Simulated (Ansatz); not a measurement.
B₂N₂⁻. Total charge -1; quartet. Geometry PBE0-D4/def2-TZVPD; atoms count from 1.

Cartesian coordinates in Å:
```
B -1.3304 -1.3854 -0.5459
B 0.4360 0.4540 0.1789
N 1.3362 1.3914 0.5488
N -0.4418 -0.4600 -0.1819
```

The highest occupied level of the charge -1 quartet lies above zero (up to 1.48 eV). It is a level of α spin, whose loss leaves a triplet; that state wasn't run at this geometry and level. The electron is either unbound and held by the finite basis, or the level is raised by self-interaction error. At PBE0-D4/def2-TZVPD a doublet of charge -1 lies 2.91 eV below the quartet, each at its own geometry. The structure comes from a short search, and lower isomers may exist.

(1) Estimate the Mulliken populations from the PBE0/def2-TZVPD orbitals of Ansatz.

(2) Where does the spin sit?

(3) And the Mayer bond orders between bonded heavy atoms (over 0.3)?

## Answers

(1) 
| atom | charge (e) | spin (α − β) |
| --- | --- | --- |
| B1 | -0.33 | 1.68 |
| B2 | -0.70 | 0.22 |
| N3 | -0.21 | 0.84 |
| N4 | 0.25 | 0.26 |
Mulliken values and Mayer orders depend strongly on the basis. With diffuse functions, as here, like atoms can get unlike values, and bond orders can come out too low or too high.

(2) Summed by element: B 1.90, N 1.10, of 3 unpaired in all. Largest on single atoms: B1 1.68, N3 0.84, N4 0.26.

(3) B1–N4 2.44 (1.33 Å); B2–N3 1.47 (1.35 Å); B2–N4 2.60 (1.32 Å). Values over 0.3 also appear between atoms too far apart for a bond (N3–N4 0.72 at 2.67 Å); they arise where an orbital or an unpaired electron spreads over both atoms.
